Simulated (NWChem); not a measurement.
System meant: C$_{2}$H$_{8}$GaN; SMILES [CH3][Ga]([CH3])[NH2]

Here is an NWChem input.

```
start job
memory heap 200 mb stack 900 mb global 1100 mb
geometry units angstroms noautoz
  Ga     0.014069    -0.003532    -0.009448
  C     -0.912644    -1.740604    -0.014274
  H     -0.211223    -2.583260    -0.104553
  H     -1.626992    -1.796053    -0.851191
  H     -1.492141    -1.873798     0.913274
  C     -0.853840     1.758267     0.128614
  H     -1.570343     1.902096    -0.695864
  H     -0.125003     2.581701     0.098024
  H     -1.423731     1.838186     1.068140
  N      1.828676    -0.027140    -0.152108
  H      2.412978     0.800129    -0.155011
  H      2.386949    -0.868946    -0.225717
end
basis spherical
  * library def2-svp
end
dft
  odft
  mult 2
  xc xpbe96 cpbe96
  iterations 150
  mulliken
end
task dft energy
```

End of the output:

```
 Summary of "ao basis" -> "" (spherical)
 ------------------------------------------------------------------------------
       Tag                 Description            Shells   Functions and Types
 ---------------- ------------------------------  ------  ---------------------
 *                          def2-svp                  on all atoms

  pbe96 is a nonlocal functional; adding pw91lda local functional.

                                 NWChem DFT Module
                                 -----------------

 Summary of "ao basis" -> "ao basis" (spherical)
 ------------------------------------------------------------------------------
       Tag                 Description            Shells   Functions and Types
 ---------------- ------------------------------  ------  ---------------------
 Ga                         def2-svp                12       32   5s4p3d
 C                          def2-svp                 6       14   3s2p1d
 H                          def2-svp                 3        5   2s1p
 N                          def2-svp                 6       14   3s2p1d

 Summary of "ao basis" -> "ao basis" (spherical)
 ------------------------------------------------------------------------------
       Tag                 Description            Shells   Functions and Types
 ---------------- ------------------------------  ------  ---------------------
 Ga                         def2-svp                12       32   5s4p3d
 C                          def2-svp                 6       14   3s2p1d
 H                          def2-svp                 3        5   2s1p
 N                          def2-svp                 6       14   3s2p1d

  number of electrons :                   58
  multiplicity        :                    2
 ------------------------------------------------------------------------
  no. of electrons and multiplicity not compatible                  58
 ------------------------------------------------------------------------
 ------------------------------------------------------------------------
  current input line :
    27: task dft energy
 ------------------------------------------------------------------------
 ------------------------------------------------------------------------
 There is an error in the input file
 ------------------------------------------------------------------------
 For more information see the NWChem manual at https://nwchemgit.github.io

0: no. of electrons and multiplicity not compatible:Received an Error in Communication
```

Question: What is wrong, and how is it mended?

Answer: The input was rejected before any calculation. Cause: the multiplicity doesn't fit the number of electrons (an even count wants an odd multiplicity, and the reverse). This input runs:
```
start job
memory heap 200 mb stack 900 mb global 1100 mb
geometry units angstroms noautoz
  Ga     0.014069    -0.003532    -0.009448
  C     -0.912644    -1.740604    -0.014274
  H     -0.211223    -2.583260    -0.104553
  H     -1.626992    -1.796053    -0.851191
  H     -1.492141    -1.873798     0.913274
  C     -0.853840     1.758267     0.128614
  H     -1.570343     1.902096    -0.695864
  H     -0.125003     2.581701     0.098024
  H     -1.423731     1.838186     1.068140
  N      1.828676    -0.027140    -0.152108
  H      2.412978     0.800129    -0.155011
  H      2.386949    -0.868946    -0.225717
end
basis spherical
  Ga library def2-svp
  C library def2-svp
  H library def2-svp
  N library def2-svp
end
dft
  xc xpbe96 cpbe96
  iterations 150
  mulliken
end
task dft energy
```
It converges to -2059.83022 Ha (PBE/def2-SVP).
